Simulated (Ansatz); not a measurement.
Gas-phase electronic energies from Ansatz, PBE0-D4/def2-TZVP geometries. CCSD(T)/CBS adds triple-zeta CCSD(T) − MP2 to the extrapolated MP2 energy (def2 sets, frozen cores). DFT in def2-TZVPP. B3LYP here is the variant with VWN-RPA as its local correlation; programs differ in this. For Ge outer-core shells are correlated without core-valence functions, which leaves a few kJ/mol of doubt a bond. Scalar relativity is left out up to krypton. One conformer a species, not always the lowest.

`OBSCO` + `C[S][Ge][NH2]` → `CB(O)SCO` + `[NH2][Ge][SH]`  (redistribution)

| level | ΔE (kJ/mol) | difference from CCSD(T)/CBS |
| --- | --- | --- |
| PBE-D4 | -59.3 | 1.0 |
| r2SCAN-D4 | -63.8 | -3.5 |
| PBE0-D4 | -61.3 | -1.0 |
| B3LYP-D4 | -58.5 | 1.8 |
| ωB97X-V | -60.4 | -0.1 |
| ωB97M-V | -63.1 | -2.8 |
| B2PLYP | -58.4 | 1.9 |
| PBE | -58.5 | 1.8 |
| r2SCAN | -63.3 | -3.0 |
| PBE0 | -60.5 | -0.2 |
| B3LYP | -57.5 | 2.8 |
| HF/def2-TZVPP | -57.3 | 3.0 |
| MP2/def2-TZVPP | -60.5 | -0.2 |
| SCS-MP2/def2-TZVPP | -57.8 | 2.5 |
| CCSD/def2-TZVPP | -62.6 | -2.3 |
| CCSD(T)/def2-TZVPP | -61.9 | -1.6 |
| HF/def2-QZVPP | -57.1 | 3.2 |
| MP2/def2-QZVPP | -59.6 | 0.7 |
| SCS-MP2/def2-QZVPP | -56.9 | 3.4 |
| HF/CBS(def2) | -57.1 | 3.2 |
| MP2/CBS(def2) | -58.9 | 1.4 |
| CCSD/CBS(def2) | -61.0 | -0.7 |
| CCSD(T)/CBS | -60.3 | 0 |

Largest T1 diagnostic among the species: 0.014.

In def2-TZVPP, CCSD(T) changes the Hartree–Fock value by −4.5 kJ/mol (the triples alone add +0.7 kJ/mol) and MP2 by −3.2 kJ/mol.
